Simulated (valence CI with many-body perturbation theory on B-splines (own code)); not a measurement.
**Forbidden lines of Pm28+**

Computed by valence CI with perturbative core correlation (CI+MBPT): five valence electrons over a frozen Dirac-Fock core [Ar] 3d10, radial functions for each j: 11 s, 11 p, 10 d, 8 f, 5 g, 2 h, with the one-electron correlation potential Σ1 (screened to all orders), the two-electron term Σ2, the three-electron term Σ3, Breit, model QED; selected single and double excitations, second order for the rest, scaled by the run's own slope (own B-spline code, finite nucleus).

No measured spectrum was set against this ion. As an estimate, large intervals hold to a few tenths of a per cent, small ones and those within an open d or f shell to about a per cent. Among the levels kept, up to 2100 cm⁻¹ of a level comes from second order outside the variational space, and about a tenth of that is noise between levels of different J, which matters for small intervals.

Lines 1 to 20 of 20 in falling wavelength, among levels below 2498600 cm⁻¹, chosen from the decays that carry over 1 % of a level's rate. Wavelengths and rates use the calculated energies. Electric multipoles are in the length gauge, E1 and E2 with the static RPA response of the core. S is in atomic units (e²a₀⁴ for E2 and M2, e²a₀⁶ for E3), for M1 in squared Bohr magnetons. Weak lines are less certain than strong ones. Lines between different terms over intervals too small for the method are left out, as are lines whose strength nearly cancels.

Levels are named by their leading jj configuration (3d3/2^4 stands for four electrons in 3d with j = 3/2), which in mixed levels can hold well under half, so a name can repeat and another be missing. Letters in brackets count levels of one name in rising energy.

| λ vac (nm) | Upper | Lower | Type | A (s⁻¹) | S (a.u.) |
| --- | --- | --- | --- | --- | --- |
| 296.7 | (4s^2 4p1/2 4p3/2 4d5/2) J=9/2 | (4s^2 4p1/2 4p3/2 4d5/2) J=7/2 [a] | M1 | 1.57e+02 | 1.52e+00 |
| 167.9 | (4s^2 4p1/2 4p3/2 4d5/2) J=9/2 | (4s^2 4p1/2 4p3/2 4d3/2) J=7/2 | M1 | 2.76e+03 | 4.84e+00 |
| 54.80 | (4s^2 4p3/2^2 4d5/2) J=9/2 | (4s^2 4p1/2 4p3/2 4d5/2) J=7/2 [b] | M1 | 6.06e+04 | 3.70e+00 |
| 44.76 | (4s^2 4p1/2 4p3/2 4d5/2) J=9/2 | (4s^2 4p1/2^2 4d5/2) J=5/2 | E2 | 7.86e+02 | 1.26e-01 |
| 43.10 | (4s^2 4p1/2 4p3/2^2) J=3/2 | (4s^2 4p1/2^2 4p3/2) J=3/2 | M1 | 2.60e+05 | 3.09e+00 |
| 42.25 | (4s^2 4p3/2^3) J=3/2 | (4s^2 4p1/2 4p3/2^2) J=1/2 | M1 | 6.61e+04 | 7.40e-01 |
| 39.66 | (4s^2 4p3/2^2 4d5/2) J=9/2 | (4s^2 4p1/2 4p3/2 4d5/2) J=9/2 | M1 | 1.31e+05 | 3.03e+00 |
| 37.84 | (4s^2 4p1/2 4p3/2^2) J=5/2 | (4s^2 4p1/2^2 4p3/2) J=3/2 | M1 | 4.82e+04 | 5.81e-01 |
| 37.84 | (4s^2 4p1/2 4p3/2^2) J=5/2 | (4s^2 4p1/2^2 4p3/2) J=3/2 | E2 | 3.56e+03 | 1.48e-01 |
| 36.02 | (4s^2 4p3/2^3) J=3/2 | (4s^2 4p1/2 4p3/2^2) J=5/2 | M1 | 9.88e+04 | 6.85e-01 |
| 36.02 | (4s^2 4p3/2^3) J=3/2 | (4s^2 4p1/2 4p3/2^2) J=5/2 | E2 | 8.74e+03 | 1.89e-01 |
| 34.98 | (4s^2 4p3/2^2 4d5/2) J=9/2 | (4s^2 4p1/2 4p3/2 4d5/2) J=7/2 [a] | M1 | 1.10e+05 | 1.74e+00 |
| 32.77 | (4s^2 4p1/2 4p3/2^2) J=1/2 | (4s^2 4p1/2^2 4p3/2) J=3/2 | M1 | 2.18e+05 | 5.70e-01 |
| 32.77 | (4s^2 4p1/2 4p3/2^2) J=1/2 | (4s^2 4p1/2^2 4p3/2) J=3/2 | E2 | 5.09e+03 | 3.43e-02 |
| 32.27 | (4s^2 4p3/2^3) J=3/2 | (4s^2 4p1/2 4p3/2^2) J=3/2 | M1 | 4.43e+05 | 2.21e+00 |
| 32.08 | (4s^2 4p3/2^2 4d5/2) J=9/2 | (4s^2 4p1/2 4p3/2 4d3/2) J=7/2 | M1 | 1.78e+04 | 2.17e-01 |
| 22.91 | (4s^2 4p1/2 4p3/2 4d5/2) J=9/2 | (4s 4p1/2^2 4p3/2^2) J=5/2 | E2 | 6.75e+02 | 3.81e-03 |
| 14.52 | (4s^2 4p3/2^2 4d5/2) J=9/2 | (4s 4p1/2^2 4p3/2^2) J=5/2 | E2 | 6.45e+03 | 3.72e-03 |
| 10.76 | (4s^2 4p1/2 4p3/2 4d5/2) J=9/2 | (4s^2 4p1/2 4p3/2^2) J=5/2 | M2 | 1.66e+03 | 2.13e-04 |
| 8.376 | (4s^2 4p1/2 4p3/2 4d5/2) J=9/2 | (4s^2 4p1/2^2 4p3/2) J=3/2 | E3 | 7.57e+01 | 6.96e-02 |
